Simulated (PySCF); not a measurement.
C3H9S (SMILES C[S+](C)C), charge +1, singlet, geometry from GFN2-xTB. Base run: PySCF with SVWN5/3-21G.

Here is a job for PySCF.
```python
from pyscf import gto, scf, dft

mol = gto.M(
    atom='''
C    -0.326997    1.592663   -0.024168
S    -0.127080   -0.117060    0.533021
C     1.566987   -0.433964   -0.017695
C    -1.048420   -0.982234   -0.761654
H    -0.051125    1.694831   -1.069296
H     0.300896    2.229444    0.593224
H    -1.365093    1.880201    0.119329
H     1.690898   -0.169192   -1.063342
H     1.783242   -1.488623    0.130090
H     2.242782    0.151561    0.599861
H    -0.714666   -0.673473   -1.747611
H    -0.898313   -2.050760   -0.632686
H    -2.104762   -0.759819   -0.636809
''',
    basis='3-21g',
    charge=1,
    spin=0,
    verbose=4,
)

mf = dft.RKS(mol)
mf.xc = 'lda,vwn'
mf.kernel()
```

Each row names what was changed in the base input (with any setting that the change needs).

| change | ΔE vs base (mEh) | fitting functions |
|---|---|---|
| base | 0.000 | - |
| auxbasis = cc-pvqz-jkfit | -0.224 | 925 |
| auxbasis = autoaux | -8.037 | 391 |
| auxbasis = even-tempered beta=1.6 | -7.360 | 454 |
| auxbasis = cc-pvtz-ri | -13.239 | 635 |
| auxbasis = even-tempered beta=2.0 | -8.224 | 314 |
| auxbasis = cc-pvtz-jkfit | -0.271 | 628 |
| auxbasis = default (with mf = mf.density_fit()) | -0.320 | 515 |
| auxbasis = def2-tzvp-ri | -14.902 | 476 |
| auxbasis = def2-universal-jkfit | -0.320 | 515 |

A fitting set is made for a task (jfit for Coulomb, jkfit for Coulomb and exchange, ri for correlation) and for a family of orbital bases.
